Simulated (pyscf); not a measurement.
F–Nb(F)(F)(F)–F (SMILES [F][Nb]([F])([F])([F])[F]), singlet

Gas-phase minimum from PySCF at ωB97X-D3(BJ)/def2-SVP, one conformer. 

```xyz
6

F      0.7242     0.3832    -1.3390
Nb     0.7911    -0.3841     0.3592
F      0.8718    -1.1396     2.0620
F     -1.0332    -0.5627     0.3586
F      1.8371    -1.7417    -0.2916
F      1.5607     1.1467     1.0118
```

Bonds (Å): F1–Nb2 1.865, Nb2–F3 1.865, Nb2–F4 1.833, Nb2–F5 1.833, Nb2–F6 1.833. Angles (°): F1–Nb2–F3 179.4, F1–Nb2–F4 90.2, F1–Nb2–F5 90.1, F1–Nb2–F6 89.7, F3–Nb2–F4 90.2, F3–Nb2–F5 90.0, F3–Nb2–F6 89.7, F4–Nb2–F5 119.7, F4–Nb2–F6 120.0, F5–Nb2–F6 120.3.

Properties at ωB97X-D3(BJ)/def2-SVP:

```yaml
harmonic_wavenumbers_unscaled: 97, 103, 221, 221, 261, 282, 285, 659, 737, 750, 768, 768 cm⁻¹
zero_point_energy: 7.4 kcal/mol
rotational_symmetry_number: 6
Entropy of this conformer at 298 K and 1 atm, rigid rotor and harmonic oscillator, modes under 100 cm⁻¹ raised to 100: 344.9 J/(mol K)
dipole_moment: 0.02 D
```

Single-point totals, which compare only within one level:

```tsv
level	total energy (hartree)
ωB97X-D3(BJ)/def2-TZVP	-556.77932
PBE/def2-TZVP	-556.31952
r²SCAN/def2-TZVP	-556.59312
B3LYP-D3(BJ)/def2-TZVP	-556.77239
PBE0-D3(BJ)/def2-TZVP	-556.25623
M06-2X/def2-TZVP	-556.44215
ωB97M-D3(BJ)/def2-TZVP	-556.77315
```

Elements past Kr carry the def2 core potentials, without spin-orbit coupling.
